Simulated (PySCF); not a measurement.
InCl2(OEt), C2H5Cl2InO.
Bonds: In1–Cl2, In1–Cl3, In1–O4, O4–C5, C5–C6. Hydrogens: H7, H8 on C5; H9, H10, H11 on C6.

Computed by this run: PySCF 2.14.0, PBE0-D3(BJ)/def2-SVP geometry optimisation, gas phase, def2 core potentials past Kr; density fitting, grid level 1; the optimiser is geomeTRIC in internal coordinates, started from a GFN2-xTB structure with every atom displaced at random (about 0.03 Å).

At the end of the run (lengths in Å): In1–Cl3 2.331, O4–C5 1.407, In1–Cl2 2.316, C6–H10 1.105, In1–O4 1.981, C5–C6 1.515, C5–H7 1.105, Cl2–In1–Cl3 118.2°, In1–O4–C5 120.5°, Cl2–In1–O4 120.7°, O4–C5–C6 112.9°, Cl2–In1–O4–C5 -171°, In1–O4–C5–C6 62°.

Problem. These geometries were met on the way; a selection of coordinates is given. Order them by energy above the end point, lowest first.
A. In1–Cl3 2.333, O4–C5 1.413, In1–Cl2 2.331, C6–H10 1.107, In1–O4 1.988, C5–C6 1.512, C5–H7 1.102, Cl2–In1–Cl3 119.7°, In1–O4–C5 119.7°, Cl2–In1–O4 121.2°, O4–C5–C6 112.9°, Cl2–In1–O4–C5 -169°, In1–O4–C5–C6 64°
B. In1–Cl3 2.326, O4–C5 1.440, In1–Cl2 2.329, C6–H10 1.102, In1–O4 1.999, C5–C6 1.509, C5–H7 1.101, Cl2–In1–Cl3 121.3°, In1–O4–C5 118.8°, Cl2–In1–O4 120.7°, O4–C5–C6 112.2°, Cl2–In1–O4–C5 -164°, In1–O4–C5–C6 66°
C. In1–Cl3 2.458, O4–C5 1.502, In1–Cl2 2.237, C6–H10 1.053, In1–O4 1.939, C5–C6 1.486, C5–H7 1.124, Cl2–In1–Cl3 122.9°, In1–O4–C5 117.2°, Cl2–In1–O4 118.4°, O4–C5–C6 114.2°, Cl2–In1–O4–C5 -163°, In1–O4–C5–C6 66°

Solution. A (0.006 eV), B (0.040 eV), C (0.414 eV).

```
step  E above end (eV)  rms distance from the end, all atoms (Å)  largest force (eV/Å)  rms shift of all bonds from the end (Å)
   2             0.006                                     0.039                 0.305                                    0.006
   1             0.040                                     0.126                 1.343                                    0.013
   0             0.414                                     0.188                 2.930                                    0.061
```

Rows stand in the order of the answer.
